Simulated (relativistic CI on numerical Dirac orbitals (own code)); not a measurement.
Electric-dipole lines of Mn III

Calculated at this level of theory: Dirac-Coulomb-Breit CI, separate exchange-only KLI orbitals for each configuration, QED by a radiative potential, valence Slater integrals scaled by 0.85, P86 correlation energy added to each configuration (own radial code, finite nucleus).

Configuration list (outside the closed core [Ne] 3s2): 3p⁶3d⁵, 3p⁶3d⁴4s, 3p⁶3d⁴4p, 3p⁶3d³4s², 3p⁶3d⁴4d, 3p⁶3d⁴5s, 3p⁶3d⁴5p, 3p⁶3d³4s4p, 3p⁶3d⁴4f, 3p⁶3d⁴5d, 3p⁶3d⁴5f, 3p⁶3d⁴5g, 3p⁶3d³4p², 3p⁵3d⁶. Levels of other configurations are missing.

```tsv
λ vac (nm)	Lower	Upper	A (s⁻¹)	E lower (cm⁻¹)	E upper (cm⁻¹)
88.455	3p⁶3d⁵ ⁴P5/2 [6]	3p⁶3d⁴4p ⁴P°5/2 [200]	2.04e+08	30840.0	143892.0
90.131	3p⁶3d⁵ ⁶S5/2 [1]	3p⁶3d⁴4p ⁶P°7/2 [93]	9.32e+08	0.0	110950.1
90.269	3p⁶3d⁵ ⁶S5/2 [1]	3p⁶3d⁴4p ⁶P°5/2 [92]	9.21e+08	0.0	110780.5
90.359	3p⁶3d⁵ ⁶S5/2 [1]	3p⁶3d⁴4p ⁶P°3/2 [91]	9.20e+08	0.0	110669.2
90.811	3p⁶3d⁵ ⁴G9/2 [3]	3p⁶3d⁴4p ⁴F°7/2 [175]	1.04e+08	27013.9	137132.3
90.822	3p⁶3d⁵ ⁴G7/2 [4]	3p⁶3d⁴4p ⁴F°5/2 [174]	1.33e+08	27024.5	137130.6
90.859	3p⁶3d⁵ ⁴G11/2 [2]	3p⁶3d⁴4p ⁴F°9/2 [172]	1.24e+08	26987.2	137047.9
90.946	3p⁶3d⁵ ⁴G11/2 [2]	3p⁶3d⁴4p ⁴H°13/2 [170]	1.19e+08	26987.2	136942.9
91.252	3p⁶3d⁵ ⁴G9/2 [3]	3p⁶3d⁴4p ⁴H°11/2 [168]	1.16e+08	27013.9	136600.5
91.498	3p⁶3d⁵ ⁴G7/2 [4]	3p⁶3d⁴4p ⁴H°9/2 [166]	1.16e+08	27024.5	136316.4
91.706	3p⁶3d⁵ ⁴G5/2 [5]	3p⁶3d⁴4p ⁴H°7/2 [162]	1.21e+08	27025.9	136070.0
92.696	3p⁶3d⁵ ⁴G11/2 [2]	3p⁶3d⁴4p ⁴F°9/2 [153]	6.08e+08	26987.2	134866.6
92.782	3p⁶3d⁵ ⁴G9/2 [3]	3p⁶3d⁴4p ⁴F°7/2 [152]	5.66e+08	27013.9	134793.6
92.938	3p⁶3d⁵ ⁴G7/2 [4]	3p⁶3d⁴4p ⁴F°5/2 [151]	4.65e+08	27024.5	134622.8
93.116	3p⁶3d⁵ ⁴G5/2 [5]	3p⁶3d⁴4p ⁴F°3/2 [149]	4.32e+08	27025.9	134419.0
93.269	3p⁶3d⁵ ⁴G11/2 [2]	3p⁶3d⁴4p ²I°11/2 [146]	7.77e+07	26987.2	134204.4
93.408	3p⁶3d⁵ ⁴G11/2 [2]	3p⁶3d⁴4p ⁴G°11/2 [145]	4.31e+08	26987.2	134044.7
93.580	3p⁶3d⁵ ⁴G9/2 [3]	3p⁶3d⁴4p ⁴G°9/2 [144]	5.69e+08	27013.9	133874.1
93.687	3p⁶3d⁵ ⁴G7/2 [4]	3p⁶3d⁴4p ⁴G°7/2 [143]	6.02e+08	27024.5	133762.9
93.749	3p⁶3d⁵ ⁴G5/2 [5]	3p⁶3d⁴4p ⁴G°5/2 [142]	6.79e+08	27025.9	133693.5
94.579	3p⁶3d⁵ ⁴P5/2 [6]	3p⁶3d⁴4p ⁴S°3/2 [167]	2.38e+08	30840.0	136571.2
94.979	3p⁶3d⁵ ⁴G9/2 [3]	3p⁶3d⁴4p ²G°9/2 [140]	1.08e+08	27013.9	132300.3
95.009	3p⁶3d⁵ ⁴P5/2 [6]	3p⁶3d⁴4p ⁴D°7/2 [164]	2.31e+08	30840.0	136093.3
95.101	3p⁶3d⁵ ²I11/2 [14]	3p⁶3d⁴4p ²H°9/2 [199]	8.41e+08	38582.8	143734.7
95.117	3p⁶3d⁵ ⁴G11/2 [2]	3p⁶3d⁴4p ⁴G°11/2 [138]	3.84e+08	26987.2	132121.1
95.467	3p⁶3d⁵ ⁴G9/2 [3]	3p⁶3d⁴4p ⁴G°9/2 [136]	1.18e+08	27013.9	131762.1
95.544	3p⁶3d⁵ ⁴G5/2 [5]	3p⁶3d⁴4p ⁴G°5/2 [135]	1.41e+08	27025.9	131689.3
95.564	3p⁶3d⁵ ⁴G7/2 [4]	3p⁶3d⁴4p ⁴G°7/2 [134]	8.99e+07	27024.5	131666.9
96.100	3p⁶3d⁵ ⁴P5/2 [6]	3p⁶3d⁴4p ⁴P°5/2 [154]	1.37e+08	30840.0	134898.3
96.569	3p⁶3d⁵ ⁴D7/2 [9]	3p⁶3d⁴4p ⁴F°9/2 [172]	4.66e+08	33495.2	137047.9
96.672	3p⁶3d⁵ ⁴P5/2 [6]	3p⁶3d⁴4p ⁴P°3/2 [148]	2.78e+08	30840.0	134282.0
97.396	3p⁶3d⁵ ²I11/2 [14]	3p⁶3d⁴4p ²I°11/2 [189]	7.37e+08	38582.8	141256.5
97.456	3p⁶3d⁵ ²I13/2 [13]	3p⁶3d⁴4p ²I°13/2 [188]	6.01e+08	38574.8	141185.5
97.924	3p⁶3d⁵ ⁴G11/2 [2]	3p⁶3d⁴4p ⁴H°13/2 [126]	1.91e+08	26987.2	129107.2
98.190	3p⁶3d⁵ ⁴G9/2 [3]	3p⁶3d⁴4p ⁴H°11/2 [125]	1.72e+08	27013.9	128857.3
98.389	3p⁶3d⁵ ⁴G7/2 [4]	3p⁶3d⁴4p ⁴H°9/2 [124]	1.64e+08	27024.5	128661.9
98.531	3p⁶3d⁵ ⁴G5/2 [5]	3p⁶3d⁴4p ⁴H°7/2 [123]	1.67e+08	27025.9	128516.8
98.612	3p⁶3d⁵ ⁴P5/2 [6]	3p⁶3d⁴4p ⁴D°7/2 [139]	2.62e+08	30840.0	132247.2
102.77	3p⁶3d⁵ ²I13/2 [13]	3p⁶3d⁴4p ²H°11/2 [160]	4.41e+08	38574.8	135883.8
103.17	3p⁶3d⁵ ²I11/2 [14]	3p⁶3d⁴4p ²H°9/2 [157]	4.32e+08	38582.8	135509.4
111.76	3p⁶3d⁵ ⁴G11/2 [2]	3p⁶3d⁴4p ⁴F°9/2 [109]	4.04e+08	26987.2	116463.5
112.06	3p⁶3d⁵ ⁴G9/2 [3]	3p⁶3d⁴4p ⁴F°7/2 [104]	3.86e+08	27013.9	116255.4
112.27	3p⁶3d⁵ ⁴G7/2 [4]	3p⁶3d⁴4p ⁴F°5/2 [103]	3.85e+08	27024.5	116095.5
112.42	3p⁶3d⁵ ⁴G5/2 [5]	3p⁶3d⁴4p ⁴F°3/2 [102]	4.28e+08	27025.9	115981.9
121.00	3p⁶3d⁵ ⁴P5/2 [6]	3p⁶3d⁴4p ⁴P°5/2 [101]	1.14e+08	30840.0	113487.9
```

Terms are leading LS components. Brackets give the number of a level in order of energy, since labels repeat. The list gives strong lines, with weight on those to low levels, without lines whose two gauges differ by over a factor of 2.5, among the lowest 200 of 2829 levels, so that lines to higher ones, which can be the strongest, are missing, and without lines across small gaps between configurations, and without 107 lines that miss the measured interval by over 3.5 %, start from a term whose rates miss tabulated ones by over 60 %, have gauges far apart or, lacking measured levels, span too small a gap for the errors found; lines with a level outside our table were not tested and can miss by more. Levels whose partners in the same complex of configurations lie outside the list can be far off, and so can their lines. Rates are taken at the computed energies, electric ones in the length gauge.

For a near-neutral ion this model can misplace configurations by up to about 10,000 cm⁻¹ (more where the count of f electrons changes) and terms by 10 to 25 % of their spread. Rates follow the energies as ν³ (E1, M1) or ν⁵ (E2), so they and the lifetimes can be off by large factors. The fine structure of a lone outer electron comes out too small, for d and f at times inverted, and misplaced configurations move strength between like terms. 64 of the 66 excited levels that our extract of the measured tables holds in this range could be paired (the sources list more); they are missed by 877 cm⁻¹ on average and 2230 at most, and levels without a partner can miss by more. Some levels of the ground configuration have no partner and can miss by 10 % or more.
